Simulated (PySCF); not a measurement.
Exercise with solution: oscillator strength and radiative lifetime

2-chloropent-1-en-4-yne (C5H5Cl), SMILES C(#C)CC(=C)Cl.

Geometry optimised at B3LYP-D3(BJ)/def2-SVP. The values are those of a single conformer.

TDA-B3LYP/def2-SVPD (PySCF 2.14.0) puts the first singlet state with f over 0.02 at 6.57 eV (vertical), with the transition dipole (0.733, 0.550, -0.301) in atomic units.

Q: Find the oscillator strength, the wavelength and the radiative lifetime that this transition would have in vacuum if emission retraced absorption.

A: 
|μ|² = 0.9304 au, so |μ| = 2.45 D. ΔE = 6.57/27.211 = 0.2414 hartree. f = (2/3) ΔE |μ|² = 0.150 (the program prints 0.150).
λ = 1239.84/6.57 = 189 nm; ν = 52991 cm⁻¹.
Einstein's coefficient A = 0.6670 ν² f s⁻¹ (ν in cm⁻¹) = 2.8e8 s⁻¹, so τ = 1/A = 3.6 ns. This state is S4; the lower singlets have f = 0.001, 0.015, 0.008. The figure is the radiative limit of this one transition; relaxation, internal conversion, crossing to triplets and a medium change what is measured.
